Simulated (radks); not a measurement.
All-electron atom: Hf15+ in [Kr] 4d10 4f11. Calculated with a radial shooting solver on a logarithmic mesh with Libxc functionals: Dirac Kohn-Sham, PBE, spin-unpolarised, spherical densities, finite nucleus; open shells fill j = l - 1/2 first; Fermi nuclear charge, rms radius 5.347 fm. Some entries of the table are withheld. Estimate them.

| orbital | occ. | eigenvalue (hartree) | r(max) (bohr) | <r^2> (bohr^2) |
|---|---|---|---|---|
| 1s1/2 | 2 | -2407.405 | 0.01190 | 0.0004952 |
| 2s1/2 | 2 | -421.3732 | 0.06825 | 0.007583 |
| 2p1/2 | 2 | -403.0775 | 0.05091 | (1) |
| 2p3/2 | 4 | -359.2646 | 0.05753 | (2) |
| 3s1/2 | 2 | -105.1484 | 0.1924 | 0.04964 |
| 3p1/2 | 2 | -97.01758 | 0.1803 | 0.04566 |
| 3p3/2 | 4 | -87.62078 | 0.1940 | 0.05230 |
| 3d3/2 | 4 | -73.83184 | 0.1523 | 0.04073 |
| 3d5/2 | 6 | -71.78136 | 0.1561 | 0.04256 |
| 4s1/2 | 2 | -30.40299 | 0.4366 | 0.2436 |
| 4p1/2 | 2 | (3) | 0.4367 | 0.2510 |
| 4p3/2 | 4 | (4) | 0.4651 | 0.2845 |
| 4d3/2 | 4 | -19.31466 | (5) | 0.3057 |
| 4d5/2 | 6 | -18.90081 | (6) | 0.3173 |
| 5s1/2 | 0 | -12.38082 | 0.9316 | 1.048 |
| 4f5/2 | 6 | -11.92944 | 0.4349 | (7) |
| 4f7/2 | 5 | -11.84807 | 0.4391 | (8) |
| 5p1/2 | 0 | -11.17251 | 0.9716 | (9) |
| 5p3/2 | 0 | -10.63655 | 1.025 | (10) |

Answer. 
(1) 2p1/2 <r^2> (bohr^2): 0.005431
(2) 2p3/2 <r^2> (bohr^2): 0.006637
(3) 4p1/2 eigenvalue (hartree): -27.05254
(4) 4p3/2 eigenvalue (hartree): -24.85295
(5) 4d3/2 r(max) (bohr): 0.4621
(6) 4d5/2 r(max) (bohr): 0.4709
(7) 4f5/2 <r^2> (bohr^2): 0.3748
(8) 4f7/2 <r^2> (bohr^2): 0.3814
(9) 5p1/2 <r^2> (bohr^2): 1.151
(10) 5p3/2 <r^2> (bohr^2): 1.266
